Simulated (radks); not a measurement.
Results of a calculation; reference values are marked as such.
Q: Ionisation of the potassium ion K12+, [He] 2s2 2p3, to K13+, [He] 2s2 2p2, under several functionals. Dirac Kohn-Sham, spin-unpolarised, spherical densities, finite nucleus; open shells fill j = l - 1/2 first; a radial shooting solver on a logarithmic mesh with Libxc functionals. The NIST Atomic Spectra Database gives 714.7 eV (semi-empirical). Rank these functionals by the error of their Delta-SCF ionisation energy: PBE; B86b exchange with PBE correlation; HCTH/407; SOGGA; BP86; LDA (Slater exchange, Perdew-Zunger correlation); Wu-Cohen GGA; PBEsol.

A: From best to worst: HCTH/407 710.00 eV (-4.7); BP86 708.41 eV (-6.3); B86b exchange with PBE correlation 708.35 eV (-6.4); Wu-Cohen GGA 708.21 eV (-6.5); PBE 708.10 eV (-6.6); LDA (Slater exchange, Perdew-Zunger correlation) 707.64 eV (-7.1); PBEsol 707.50 eV (-7.2); SOGGA 707.29 eV (-7.4). Spin polarisation and multiplet splitting are left out, so open shells lie too high by an amount that depends on their filling.

Beside tabulated values, note that spin-unpolarised runs miss the spin-polarisation part of the exchange energy of open shells.
